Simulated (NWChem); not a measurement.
Everything below was run with NWChem. System: disilylmethane (CH8Si2), charge 0, spin multiplicity 1, at a geometry optimised with PBE0/def2-SVP. Level: RHF/def2-TZVP.

Job file:

```
start mol
memory heap 200 mb stack 900 mb global 1100 mb
geometry units angstroms nocenter noautoz
  Si    -1.595063     0.000000     0.181922
  C      0.000000     0.000000    -0.819250
  Si     1.595063     0.000000     0.181922
  H     -2.788234     0.000000    -0.719950
  H     -1.663337    -1.212437     1.054581
  H     -1.663337     1.212437     1.054581
  H      0.000000     0.885490    -1.478376
  H      0.000000    -0.885490    -1.478376
  H      1.663337    -1.212437     1.054581
  H      1.663337     1.212437     1.054581
  H      2.788234     0.000000    -0.719950
  symmetry group C2v
end
basis spherical
  * library def2-tzvp
end
scf
  rhf
  nopen 0
  maxiter 100
  thresh 1e-7
  semidirect memsize 60000000 filesize 0
end
task scf energy
```

Output (cleaned and shortened):

```
             Northwest Computational Chemistry Package (NWChem) 7.3.0
             --------------------------------------------------------

                                NWChem Input Module
                                -------------------

 Scaling coordinates for geometry "geometry" by  1.889725989
 (inverse scale =  0.529177249)

 Turning off AUTOSYM since
 SYMMETRY directive was detected!

                             Geometry "geometry" -> ""
                             -------------------------

 Output coordinates in angstroms (scale by  1.889725989 to convert to a.u.)

  No.       Tag          Charge          X              Y              Z
 ---- ---------------- ---------- -------------- -------------- --------------
    1 Si                  14.0000    -1.59506300     0.00000000     0.18192200
    2 C                    6.0000     0.00000000     0.00000000    -0.81925000
    3 Si                  14.0000     1.59506300     0.00000000     0.18192200
    4 H                    1.0000    -2.78823400     0.00000000    -0.71995000
    5 H                    1.0000    -1.66333700    -1.21243700     1.05458100
    6 H                    1.0000    -1.66333700     1.21243700     1.05458100
    7 H                    1.0000     0.00000000     0.88549000    -1.47837600
    8 H                    1.0000     0.00000000    -0.88549000    -1.47837600
    9 H                    1.0000     1.66333700    -1.21243700     1.05458100
   10 H                    1.0000     1.66333700     1.21243700     1.05458100
   11 H                    1.0000     2.78823400     0.00000000    -0.71995000

 Effective nuclear repulsion energy (a.u.)     150.3009345916

            Nuclear Dipole moment (a.u.)
            ----------------------------
        X                 Y               Z
 ---------------- ---------------- ----------------
     0.0000000000     0.0000000000    -0.0000226767

      Symmetry information
      --------------------

 Group name             C2v
 Group number             16
 Group order               4
 No. of unique centers     5

      Symmetry unique atoms

     1    2    4    5    7


 Summary of "ao basis" -> "" (spherical)
 ------------------------------------------------------------------------------
       Tag                 Description            Shells   Functions and Types
 ---------------- ------------------------------  ------  ---------------------
 *                         def2-tzvp                  on all atoms

 Summary of "ao basis" -> "ao basis" (spherical)
 ------------------------------------------------------------------------------
       Tag                 Description            Shells   Functions and Types
 ---------------- ------------------------------  ------  ---------------------
 Si                        def2-tzvp                13       37   5s5p2d1f
 C                         def2-tzvp                11       31   5s3p2d1f
 H                         def2-tzvp                 4        6   3s1p

                                 NWChem SCF Module
                                 -----------------

  ao basis        = "ao basis"
  functions       =   153
  atoms           =    11
  closed shells   =    21
  open shells     =     0
  charge          =   0.00
  wavefunction    = RHF
  use symmetry    = T
  symmetry adapt  = T

 Summary of "ao basis" -> "ao basis" (spherical)
 ------------------------------------------------------------------------------
       Tag                 Description            Shells   Functions and Types
 ---------------- ------------------------------  ------  ---------------------
 Si                        def2-tzvp                13       37   5s5p2d1f
 C                         def2-tzvp                11       31   5s3p2d1f
 H                         def2-tzvp                 4        6   3s1p

      Symmetry analysis of basis
      --------------------------

        a1         55
        a2         23
        b1         44
        b2         31

 Forming initial guess at       0.1s

      Superposition of Atomic Density Guess
      -------------------------------------

 Sum of atomic energies:        -619.34062280

      Non-variational initial energy
      ------------------------------

 Total energy =    -620.695030
 1-e energy   =   -1154.097907
 2-e energy   =     383.101942
 HOMO         =      -0.366547
 LUMO         =       0.030404

      Symmetry analysis of molecular orbitals - initial
      -------------------------------------------------

  Numbering of irreducible representations:

     1 a1          2 a2          3 b1          4 b2

  Orbital symmetries:

     1 a1          2 b1          3 a1          4 a1          5 b1
     6 a1          7 b1          8 a1          9 b2         10 b1
    11 a2         12 a1         13 b1         14 a1         15 b2
    16 a1         17 b1         18 a2         19 b2         20 a1
    21 b1         22 a1         23 a1         24 a2         25 a1
    26 b1         27 b2         28 b1         29 b2         30 a1
    31 b1

 Starting SCF solution at       1.5s

 ----------------------------------------------
         Quadratically convergent ROHF

 Convergence threshold     :          1.000E-07
 Maximum no. of iterations :          100
 Final Fock-matrix accuracy:          1.000E-09
 ----------------------------------------------

              iter       energy          gnorm     gmax       time
             ----- ------------------- --------- --------- --------
                 1     -620.3817318699  6.23D-01  1.24D-01      1.6
                 2     -620.4228491027  1.89D-01  4.99D-02      1.7
                 3     -620.4275908355  9.27D-03  2.14D-03      2.0
                 4     -620.4276030290  4.40D-05  1.02D-05      2.5
                 5     -620.4276030293  7.88D-09  2.36D-09      3.2

       Final RHF  results
       ------------------

         Total SCF energy =   -620.427603029280
      One-electron energy =  -1157.186550979711
      Two-electron energy =    386.458013358782
 Nuclear repulsion energy =    150.300934591648

        Time for solution =      1.7s

       Symmetry analysis of molecular orbitals - final
       -----------------------------------------------

  Numbering of irreducible representations:

     1 a1          2 a2          3 b1          4 b2

  Orbital symmetries:

     1 a1          2 b1          3 a1          4 a1          5 b1
     6 a2          7 b2          8 b1          9 a1         10 a1
    11 b1         12 a1         13 b1         14 a1         15 b2
    16 a1         17 b1         18 a2         19 b2         20 a1
    21 b1         22 a1         23 a1         24 b1         25 b2
    26 a2         27 a1         28 b1         29 a1         30 b2
    31 b1

             Final eigenvalues
             -----------------

              1
    1  -68.7719
    2  -68.7719
    3  -11.2149
    4   -6.1214
    5   -6.1214
    6   -4.2277
    7   -4.2277
    8   -4.2277
    9   -4.2277
   10   -4.2275
   11   -4.2275
   12   -0.9520
   13   -0.7118
   14   -0.6884
   15   -0.5809
   16   -0.5189
   17   -0.4830
   18   -0.4733
   19   -0.4711
   20   -0.4539
   21   -0.4345
   22    0.1075
   23    0.1431
   24    0.1536
   25    0.1545
   26    0.1573
   27    0.1649
   28    0.1742
   29    0.2020
   30    0.2097
   31    0.2376

                       ROHF Final Molecular Orbital Analysis
                       -------------------------------------

 Vector   19  Occ=2.000000D+00  E=-4.710936D-01  Symmetry=b2
              MO Center= -1.7D-14, -2.5D-12,  5.7D-01, r^2= 4.9D+00
   Bfn.  Coefficient  Atom+Function         Bfn.  Coefficient  Atom+Function
  ----- ------------  ---------------      ----- ------------  ---------------
    16      0.191436   1 Si py               84      0.191436   3 Si py
   113     -0.152114   5 H  s               119      0.152114   6 H  s
   137     -0.152114   9 H  s               143      0.152114  10 H  s

 Vector   20  Occ=2.000000D+00  E=-4.539462D-01  Symmetry=a1
              MO Center=  9.6D-12,  2.6D-12, -2.3D-02, r^2= 4.8D+00
   Bfn.  Coefficient  Atom+Function         Bfn.  Coefficient  Atom+Function
  ----- ------------  ---------------      ----- ------------  ---------------
    45      0.204375   2 C  pz               48      0.199076   2 C  pz
    17     -0.185538   1 Si pz               85     -0.185538   3 Si pz

 Vector   21  Occ=2.000000D+00  E=-4.345393D-01  Symmetry=b1
              MO Center= -9.8D-12,  1.9D-15, -5.4D-01, r^2= 4.1D+00
   Bfn.  Coefficient  Atom+Function         Bfn.  Coefficient  Atom+Function
  ----- ------------  ---------------      ----- ------------  ---------------
    43      0.266643   2 C  px               46      0.263696   2 C  px
    15     -0.208413   1 Si px               83     -0.208413   3 Si px
    49      0.157689   2 C  px

 Vector   22  Occ=0.000000D+00  E= 1.074553D-01  Symmetry=a1
              MO Center= -9.9D-14, -1.1D-14, -2.5D-01, r^2= 9.7D+00
   Bfn.  Coefficient  Atom+Function         Bfn.  Coefficient  Atom+Function
  ----- ------------  ---------------      ----- ------------  ---------------
    42      4.890744   2 C  s               126     -1.056565   7 H  s
   132     -1.056565   8 H  s                18     -1.013424   1 Si px
    86      1.013424   3 Si px                5     -0.962641   1 Si s
    73     -0.962641   3 Si s                20      0.906233   1 Si pz
    88      0.906233   3 Si pz              114     -0.314397   5 H  s

 Vector   23  Occ=0.000000D+00  E= 1.430789D-01  Symmetry=a1
              MO Center=  3.7D-13, -4.8D-14,  7.6D-01, r^2= 6.2D+00
   Bfn.  Coefficient  Atom+Function         Bfn.  Coefficient  Atom+Function
  ----- ------------  ---------------      ----- ------------  ---------------
   108      1.198816   4 H  s               150      1.198816  11 H  s
    20      0.929088   1 Si pz               88      0.929088   3 Si pz
    18      0.763919   1 Si px               86     -0.763919   3 Si px
    51     -0.710704   2 C  pz                5     -0.354570   1 Si s
    73     -0.354570   3 Si s               114     -0.264366   5 H  s

 Vector   24  Occ=0.000000D+00  E= 1.536363D-01  Symmetry=b1
              MO Center=  7.4D-14, -5.7D-16,  1.0D+00, r^2= 1.3D+01
   Bfn.  Coefficient  Atom+Function         Bfn.  Coefficient  Atom+Function
  ----- ------------  ---------------      ----- ------------  ---------------
     5      2.538726   1 Si s                73     -2.538726   3 Si s
    49      2.025999   2 C  px               18      1.917405   1 Si px
    86      1.917405   3 Si px               20     -0.974731   1 Si pz
    88      0.974731   3 Si pz               46      0.373929   2 C  px
    30      0.254611   1 Si d  2             98     -0.254611   3 Si d  2

 center of mass
 --------------
 x =   0.00000000 y =   0.00000000 z =   0.00418918

 moments of inertia (a.u.)
 ------------------
          97.652609334575           0.000000000000           0.000000000000
           0.000000000000         675.009091391511           0.000000000000
           0.000000000000           0.000000000000         630.968735965586

  Mulliken analysis of the total density
  --------------------------------------

    Atom       Charge   Shell Charges
 -----------   ------   -------------------------------------------------------
    1 Si  14    13.69   2.00  0.58  1.39  0.79  0.44  4.12  1.73  0.53  1.41  0.32  0.14  0.20  0.03
    2 C    6     6.55   0.85  1.12  0.45  0.74  0.03  1.24  1.59  0.47  0.01  0.04  0.00
    3 Si  14    13.69   2.00  0.58  1.39  0.79  0.44  4.12  1.73  0.53  1.41  0.32  0.14  0.20  0.03
    4 H    1     1.06   0.24  0.56  0.25  0.01
    5 H    1     1.06   0.24  0.57  0.24  0.01
    6 H    1     1.06   0.24  0.57  0.24  0.01
    7 H    1     0.87   0.26  0.48  0.10  0.02
    8 H    1     0.87   0.26  0.48  0.10  0.02
    9 H    1     1.06   0.24  0.57  0.24  0.01
   10 H    1     1.06   0.24  0.57  0.24  0.01
   11 H    1     1.06   0.24  0.56  0.25  0.01

       Multipole analysis of the density wrt the origin
       ------------------------------------------------

     L   x y z        total         open         nuclear
     -   - - -        -----         ----         -------
     0   0 0 0      0.000000      0.000000     42.000000

     1   1 0 0     -0.000000      0.000000      0.000000
     1   0 1 0      0.000000      0.000000      0.000000
     1   0 0 1     -0.336751      0.000000     -0.000023

     2   2 0 0    -30.504971      0.000000    349.441445
     2   1 1 0      0.000000      0.000000      0.000000
     2   1 0 1     -0.000000      0.000000      0.000000
     2   0 2 0    -28.369406      0.000000     26.597998
     2   0 1 1      0.000000      0.000000      0.000000
     2   0 0 2    -28.408916      0.000000     52.887863

 Task  times  cpu:        3.2s     wall:        3.2s

 Total times  cpu:        3.2s     wall:        3.2s
```
